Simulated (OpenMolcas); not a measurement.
Ce2+ among 6 point charges of -0.5 e arranged as a trigonal antiprism (D3d), with a polar angle of 56.4° against the regular 54.74°.

| Quantity | Value |
| --- | --- |
| Program | OpenMolcas 26.06 |
| Method | CASSCF |
| Basis | ANO-RCC-VDZP [7s6p4d2f1g] |
| Scalar Hamiltonian | DKH2, point nucleus |
| Active space | 2 electrons in 7 orbitals (4f) |
| State averaging | 2S+1 = 3 even, 21 roots; 2S+1 = 1 even, 27 roots kept (CI in the orbitals of an earlier block) |
| Spin-orbit coupling | state interaction with AMFI integrals over the reference wave functions |

All point charges move together. At R = 2.27 Å the width of the lowest J multiplet is 604 cm-1, and at R = 2.63 Å it is 322 cm-1.

Question: A third run gives 445 cm-1. What distance was it run at?

Answer: With a power law R^-n the two known points give n = -ln(322 / 604) / ln(2.63 / 2.27) = 4.27. Then R = 2.27 × (604 / 445)^(1/4.27) = 2.438 Å. The run was at 2.44 Å, so the estimate is off by -0.002 Å.

Point charges carry no covalency, so the field is a model and not that of real ligands. No measured value stands beside these numbers.
